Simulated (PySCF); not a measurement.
C₆H₆ClF.
Numbering: `[CH2:1]=[CH:2]/[CH:3]=[CH:4]/[C:5]([F:6])=[CH:7]\[Cl:8]` (hydrogens: H9, H10 on C1; H11 on C2; H12 on C3; H13 on C4; H14 on C7)

Cartesian coordinates in Å at the GFN2-xTB level; atoms count from 1:
```xyz
14
C6H6ClF angstrom
C      3.0321    0.1151    0.7427
C      1.8951    0.1243    0.0491
C      0.5996   -0.0036    0.6572
C     -0.5503    0.0050   -0.0405
C     -1.8479   -0.1215    0.5578
F     -1.8719   -0.2549    1.9066
C     -3.0424   -0.1241   -0.0500
Cl    -3.2220    0.0324   -1.7407
H      3.0360    0.0097    1.8151
H      3.9916    0.2123    0.2656
H      1.9137    0.2310   -1.0278
H      0.5725   -0.1101    1.7335
H     -0.5456    0.1103   -1.1154
H     -3.9613   -0.2264    0.5046
```

The calculation used B3LYP/def2-SVPD in PySCF (dipole) on a GFN2-xTB geometry, gas phase.

Take the most abundant isotopes and a rigid rotor. The values belong to one conformer with, in the numbering `[CH2:1]=[CH:2]/[CH:3]=[CH:4]/[C:5]([F:6])=[CH:7]\[Cl:8]`, C1–C2–C3–C4 180°, C3–C4–C5–F6 0°.

Q: What are A, B and C (cm⁻¹)?

A: Ia = 151.48, Ib = 685.62, Ic = 837.11 u·Å²; 505379 MHz·u·Å²/I gives 3336, 737.1 and 603.7 MHz, that is A = 0.11128, B = 0.02459, C = 0.02014 cm⁻¹.

Q: What kind of rotor is it?

A: A near-prolate asymmetric top. Ray's parameter κ = (2B − A − C)/(A − C) = -0.902; −1 is the prolate and +1 the oblate limit.

Q: Is it planar, by Δ = Ic − Ia − Ib?

A: Planar: Δ = Ic − Ia − Ib = 0.00 u·Å². For a rigid frame Δ = −2 Σ m c², so it vanishes when all atoms lie in the ab plane; here none is more than 0.01 Å from it.

Q: Predict some low-J microwave lines.

A: The dipole components are |μa| = 1.01 D, |μb| = 0.48 D, |μc| = 0.00 D; the mirror of this Cs structure is the ab plane, so μc vanishes by symmetry and there are no c-type lines. The squared components, which scale the intensities, stand as 1.00 : 0.23 (a : b). Some lines, for components of 0.1 D or more:

```csv
type,branch,"J(Ka,Kc)",MHz,lower level (cm⁻¹)
a,Q,"3(1,2) ← 3(1,3)",800,0.344
a,Q,"4(1,3) ← 4(1,4)",1333,0.514
b,Q,"2(1,1) ← 2(0,2)",2871,0.134
b,Q,"3(1,2) ← 3(0,3)",3088,0.268
a,R,"3(1,2) ← 2(1,1)",4219,0.230
a,R,"4(1,4) ← 3(1,3)",5087,0.344
a,R,"4(2,2) ← 3(2,1)",5409,0.625
a,R,"4(1,3) ← 3(1,2)",5620,0.371
b,R,"3(1,3) ← 2(0,2)",6290,0.134
b,R,"3(2,2) ← 2(1,1)",11820,0.230
b,Q,"4(3,1) ← 4(2,2)",13272,0.805
b,R,"3(3,1) ← 2(2,0)",17349,0.490
b,R,"4(4,1) ← 3(3,0)",24024,1.069
```

Q: Estimate the classical rotational partition function at 25 K, 100 K and 200 K.

A: Point group Cs, symmetry number σ = 1; q = (√π/σ)·√((kT/h)³/(ABC)), k/h = 20836.6 MHz/K: 17300 at 25 K, 138000 at 100 K, 391000 at 200 K.

No frequency check. These are rigid-rotor constants of the computed structure; measured ground-state constants (B0) also hold zero-point vibration. Quadrupole hyperfine structure (35Cl) is left out.

On an Arm Neoverse V1 with one thread, no GPU, on a shared host, this took 55 s wall. This is the B3LYP/def2-SVPD job that gave the dipole, with the excitations it also computed.
